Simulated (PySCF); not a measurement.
C₂H₅O₂ (SMILES COC=[OH+]), charge +1, singlet, geometry from GFN2-xTB, with bond 9-2 at 2.0 times its length; SVWN5/def2-SVP in PySCF.

The PySCF input:
```python
from pyscf import gto, scf, dft

mol = gto.M(
    atom='''
C    -0.881858    0.008998   -0.074186
O    -0.719743   -1.145473    0.456747
O     0.058028    0.777845   -0.344421
H    -1.875885    0.395557   -0.326715
C     1.436644    0.478120   -0.100263
H     1.824079    1.265800    0.549056
H     1.576979   -0.502734    0.351032
H     1.952118    0.543528   -1.060560
H    -2.304841   -2.222184    0.813803
''',
    basis='def2-svp',
    charge=1,
    spin=0,
    verbose=4,
)

mf = dft.RKS(mol)
mf.xc = 'lda,vwn'
mf.kernel()
```

Problem. What does PySCF print? Leave out banner, timings and long lists.

Solution. 
```
PySCF version 2.14.0

[INPUT] verbose = 4
[INPUT] num. atoms = 9
[INPUT] num. electrons = 32
[INPUT] charge = 1
[INPUT] spin (= nelec alpha-beta = 2S) = 0
[INPUT] symmetry False subgroup None
[INPUT] Mole.unit = angstrom
[INPUT] Symbol           X                Y                Z      unit          X                Y                Z       unit  Magmom
[INPUT]  1 C     -0.881858000000   0.008998000000  -0.074186000000 AA   -1.666470100757   0.017003755669  -0.140191222277 Bohr   0.0
[INPUT]  2 O     -0.719743000000  -1.145473000000   0.456747000000 AA   -1.360117150073  -2.164630253084   0.863126738217 Bohr   0.0
[INPUT]  3 O      0.058028000000   0.777845000000  -0.344421000000 AA    0.109657027556   1.469914017362  -0.650861361549 Bohr   0.0
[INPUT]  4 H     -1.875885000000   0.395557000000  -0.326715000000 AA   -3.544908891180   0.747494396655  -0.617401870787 Bohr   0.0
[INPUT]  5 C      1.436644000000   0.478120000000  -0.100263000000 AA    2.714863698500   0.903515854677  -0.189469610427 Bohr   0.0
[INPUT]  6 H      1.824079000000   1.265800000000   0.549056000000 AA    3.447009739571   2.392015328474   1.037565467049 Bohr   0.0
[INPUT]  7 H      1.576979000000  -0.502734000000   0.351032000000 AA    2.980058414190  -0.950029573507   0.663354340958 Bohr   0.0
[INPUT]  8 H      1.952118000000   0.543528000000  -1.060560000000 AA    3.688968382834   1.027119061033  -2.004167938669 Bohr   0.0
[INPUT]  9 H     -2.304841000000  -2.222184000000   0.813803000000 AA   -4.355518250669  -4.199319158390   1.537864789349 Bohr   0.0

nuclear repulsion = 127.788502521266
number of shells = 39
number of NR pGTOs = 131
number of NR cGTOs = 81
basis = def2-svp
ecp = {}

******** <class 'pyscf.dft.rks.RKS'> ********
method = RKS
initial guess = minao
damping factor = 0
level_shift factor = 0
DIIS = <class 'pyscf.scf.diis.CDIIS'>
diis_start_cycle = 1
diis_space = 8
diis_damp = 0
SCF conv_tol = 1e-09
SCF conv_tol_grad = None
SCF max_cycles = 50
direct_scf = True
direct_scf_tol = 1e-13
XC library pyscf.dft.libxc version 7.1.2
    S. Lehtola, C. Steigemann, M. J. T. Oliveira, and M. A. L. Marques,  SoftwareX 7, 1–5 (2018)
XC functionals = lda,vwn
    P. A. M. Dirac,  Math. Proc. Cambridge Philos. Soc. 26, 376 (1930)
    F. Bloch,  Z. Phys. 57, 545 (1929)
    S. H. Vosko, L. Wilk, and M. Nusair,  Can. J. Phys. 58, 1200 (1980)
radial grids:
    Treutler-Ahlrichs [JCP 102, 346 (1995); DOI:10.1063/1.469408] (M4) radial grids

becke partition: Becke, JCP 88, 2547 (1988); DOI:10.1063/1.454033
pruning grids: <function nwchem_prune>
grids dens level: 3
symmetrized grids: False
atomic radii adjust function: <function treutler_atomic_radii_adjust>
small_rho_cutoff = 0
Set gradient conv threshold to 3.16228e-05
Initial guess from minao.
tot grids = 105440
init E= -227.929623726734
  HOMO = -0.368890284285364  LUMO = -0.175766604060805  gap/eV = 5.25516
cycle= 1 E= -227.076505785727  delta_E= 0.853  |g|= 0.823  |ddm|= 2.94
  HOMO = -0.35092008000851  LUMO = -0.300409259898822  gap/eV = 1.37447
cycle= 2 E= -225.375151680284  delta_E=  1.7  |g|= 2.42  |ddm|= 2.37
  HOMO = -0.486029479685003  LUMO = -0.421511354463165  gap/eV = 1.75563
cycle= 3 E= -227.107196488343  delta_E= -1.73  |g|= 0.789  |ddm|=  2.2
  HOMO = -0.50120248187296  LUMO = -0.419038168743406  gap/eV = 2.23580
cycle= 4 E= -227.245453956259  delta_E= -0.138  |g|= 0.158  |ddm|= 0.649
  HOMO = -0.493194320018685  LUMO = -0.452135128652749  gap/eV = 1.11728
cycle= 5 E= -227.221349234354  delta_E= 0.0241  |g|= 0.294  |ddm|= 0.443
  HOMO = -0.503179195056152  LUMO = -0.444956167762206  gap/eV = 1.58433
cycle= 6 E= -227.252068873172  delta_E= -0.0307  |g|= 0.0531  |ddm|= 0.292
  HOMO = -0.501251654092438  LUMO = -0.447261834515118  gap/eV = 1.46914
cycle= 7 E= -227.25181180001  delta_E= 0.000257  |g|= 0.0529  |ddm|= 0.0442
  HOMO = -0.503341518766756  LUMO = -0.447999450895356  gap/eV = 1.50593
cycle= 8 E= -227.25265760652  delta_E= -0.000846  |g|= 0.0111  |ddm|= 0.0389
  HOMO = -0.503447049400424  LUMO = -0.447542560904801  gap/eV = 1.52124
cycle= 9 E= -227.252700216778  delta_E= -4.26e-05  |g|= 0.0016  |ddm|= 0.0113
  HOMO = -0.503630059819433  LUMO = -0.44730893901031  gap/eV = 1.53258
cycle= 10 E= -227.252699537136  delta_E= 6.8e-07  |g|= 0.00191  |ddm|= 0.00353
  HOMO = -0.503528574232916  LUMO = -0.447427107493408  gap/eV = 1.52660
cycle= 11 E= -227.252700975658  delta_E= -1.44e-06  |g|= 0.000127  |ddm|= 0.00238
  HOMO = -0.503533214986465  LUMO = -0.447419897606464  gap/eV = 1.52692
cycle= 12 E= -227.252700980341  delta_E= -4.68e-09  |g|= 4.25e-05  |ddm|= 0.000173
  HOMO = -0.503531917751719  LUMO = -0.447421448025391  gap/eV = 1.52684
cycle= 13 E= -227.252700980998  delta_E= -6.57e-10  |g|= 1.76e-06  |ddm|= 4.53e-05
  HOMO = -0.503531541469243  LUMO = -0.447421500695298  gap/eV = 1.52683
Extra cycle  E= -227.252700980982  delta_E= 1.56e-11  |g|= 7.54e-06  |ddm|= 7.49e-06
converged SCF energy = -227.252700980982
```
